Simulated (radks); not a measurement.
Question: The table gives one normalised radial function P(r) = r R(r) (large component) of Ir+ in [Kr] 4d10 4f14 5s2 5p5 5d8 6s1 (r in bohr). All-electron calculation, Dirac Kohn-Sham, LDA (Slater exchange, Perdew-Wang correlation), spin-unpolarised, spherical densities, point nucleus; open shells fill j = l - 1/2 first. Program: a radial shooting solver on a logarithmic mesh with Libxc functionals.

r,P
0.0008862,0.0000
0.001387,0.0000
0.002171,0.0001
0.003425,0.0003
0.005361,0.0008
0.008459,0.0026
0.01324,0.0078
0.02089,0.0228
0.03269,0.0604
0.05117,0.1378
0.08074,0.2442
0.1264,0.2569
0.1994,-0.0102
0.3121,-0.3781
0.4923,-0.2218
0.7706,0.4602
1.206,0.8626
1.903,0.6583
2.979,0.2765
4.699,0.0546
7.355,0.0037

Which n and l does it have? It may be an empty orbital.

Answer: n = 5, l = 2: the number of nodes gives n - l - 1 = 2, the rise at small r points to l (for j = l - 1/2 the large component starts as r^gamma with gamma = sqrt(l^2 - (Z/c)^2) = 1.92 and the r^(l+1) term takes over further out; the orbital of l - 1 with the same j starts with the same power, but with a larger coefficient, and does not steepen), and the extent must fit the shell. The curve is that of 5d3/2; the two j differ most near the nucleus, where j = l - 1/2 has the larger amplitude, and in heavy atoms j = l - 1/2 is also the more compact. 5d3/2: eigenvalue -17.183 eV, 2 radial nodes at r = 0.197, 0.579 bohr, <r> = 1.61 bohr, 90 % of the charge inside 2.49 bohr.
